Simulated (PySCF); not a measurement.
Curvature of the energy in the electron number along the 4p block, charge +1

Calculated with PySCF 2.14, in def2-TZVPPD, non-relativistic: one orbital is emptied in steps, and each cell gives the departure of E from the straight line at half an electron, in eV (from a cubic fit). The exact functional gives zero.

```
species   orbital    LDA    PBE  r2SCAN   PBE0  BHandHLYP  LC-wPBE  wB97X   UHF
    Ga⁺   4s beta  -1.11  -1.11   -0.94  -0.80      -0.56    -0.10  -0.22  0.06
    Ge⁺  4p alpha  -1.05  -1.01   -0.94  -0.73      -0.50    -0.09  -0.18  0.08
    As⁺  4p alpha  -1.16  -1.12   -1.04  -0.81      -0.53    -0.12  -0.21  0.11
    Se⁺  4p alpha  -1.26  -1.22   -1.14  -0.88      -0.56    -0.17  -0.25  0.14
    Br⁺   4p beta  -1.26  -1.21   -1.11  -0.86      -0.56    -0.15  -0.31  0.20
    Kr⁺   4p beta  -1.37  -1.31   -1.21  -0.93      -0.58    -0.20  -0.33  0.23
```

**Question.** How does the mean departure depend on the functional?

**Answer.** LDA -1.20 eV; PBE -1.16 eV; r2SCAN -1.06 eV; PBE0 -0.83 eV; BHandHLYP -0.55 eV; LC-wPBE -0.14 eV; wB97X -0.25 eV; UHF 0.14 eV. Semilocal functionals are convex (delocalisation error), Hartree-Fock is concave or straight, and exact exchange removes curvature roughly in proportion to its share, so among the functionals the range-separated hybrids usually come closest to zero.

No spin-orbit coupling is included.
